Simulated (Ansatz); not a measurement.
BClFGaH2S (`[F][GaH][B](S)Cl`) at its PBE0-D4/def2-TZVP geometry, where that method's forces vanish. Charge 0, multiplicity 1.

| atom | x (Å) | y (Å) | z (Å) |
| --- | --- | --- | --- |
| F1 | 1.4907 | 1.0560 | -1.0074 |
| Ga2 | 0.9194 | -0.5813 | -0.6030 |
| B3 | -0.8108 | -0.3431 | 0.5448 |
| S4 | -1.3413 | 1.3184 | 0.8724 |
| Cl5 | -1.7543 | -1.6679 | 1.1929 |
| H6 | 1.8345 | -1.6958 | -1.1955 |
| H7 | -0.3382 | 1.9137 | 0.1958 |

Task: For each bond, give half the difference of the two atoms' forces along it (eV/Å; positive pushes the atoms apart) under PBE-D4, r2SCAN-D4, B3LYP-D4, ωB97M-V in def2-TZVPP. (Best estimate.)

Result: Ansatz gave: 
| bond | length (Å) | PBE-D4 | r2SCAN-D4 | B3LYP-D4 | ωB97M-V |
| --- | --- | --- | --- | --- | --- |
| F1–Ga2 | 1.781 | 0.51 | 0.02 | 0.27 | 0.10 |
| Ga2–B3 | 2.090 | -0.19 | -0.09 | -0.05 | -0.07 |
| Ga2–H6 | 1.559 | 0.00 | -0.08 | -0.09 | -0.13 |
| B3–S4 | 1.775 | 0.17 | 0.12 | 0.07 | 0.00 |
| B3–Cl5 | 1.751 | 0.14 | 0.10 | 0.15 | 0.15 |
| S4–H7 | 1.348 | 0.27 | 0.02 | -0.05 | -0.12 |

B3LYP here is the variant with VWN-RPA as its local correlation; programs differ in this.
